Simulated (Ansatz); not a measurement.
C$_{4}$H$_{5}$FO$_{2}$ (SMILES C=C(F)C(=O)OC), singlet, at a GFN2-xTB geometry. Base run: CAM-B3LYP/6-311G** in Ansatz (a first-principles code).

Ansatz was given this input:
Ansatz 0.2 input:
```yaml
crystal:
  periodic: [false, false, false]
  atoms:
    - {symbol: C, position_ang: [-2.15014687, -0.55085453, -0.73440341]}
    - {symbol: C, position_ang: [-1.07404008, -0.49982847, 0.03576137]}
    - {symbol: F, position_ang: [-1.02793564, -1.13924091, 1.21755393]}
    - {symbol: C, position_ang: [0.16204153, 0.25253455, -0.32244262]}
    - {symbol: O, position_ang: [0.28142013, 0.87837169, -1.34564682]}
    - {symbol: O, position_ang: [1.09786179, 0.14632852, 0.61587585]}
    - {symbol: C, position_ang: [2.31646759, 0.83011244, 0.36603768]}
    - {symbol: H, position_ang: [-2.14763970, -0.02623542, -1.67173638]}
    - {symbol: H, position_ang: [-3.02673030, -1.10314185, -0.44715679]}
    - {symbol: H, position_ang: [2.94229270, 0.66177945, 1.23824123]}
    - {symbol: H, position_ang: [2.79381919, 0.43491816, -0.53299557]}
    - {symbol: H, position_ang: [2.12949060, 1.89646219, 0.22411180]}
basis:
  gaussian:
    orbitals: 6-311G__.json
hamiltonian:
  xc: cam_b3lyp
```
The basis file holds 6-311G** in the JSON format of the Basis Set Exchange.

The base run was repeated with changes; each row names its change, and settings that it needs were set with it.

```tsv
change	ΔE vs base (mEh)
base	0.000
lower_state_search = off	0.000
fitting.mean_field = def2-universal-JKFIT	…
final_grid = 10, 20, 41	0.000
final_grid = 14, 28, 59	0.000
final_grid = 4, 8, 17	0.066
forces = on	0.000
nuclear_model = gaussian	0.061
point_charge = charge:-1.0 position_ang:-1.3357, -0.7973, -6.3278	1.101
fitting.mean_field = cc-pVTZ-JKFIT	-0.021
accuracy = high	0.000
```

### Question
Some entries are withheld; supply them.

### Answer

- fitting.mean_field = def2-universal-JKFIT, ΔE vs base (mEh): -0.092
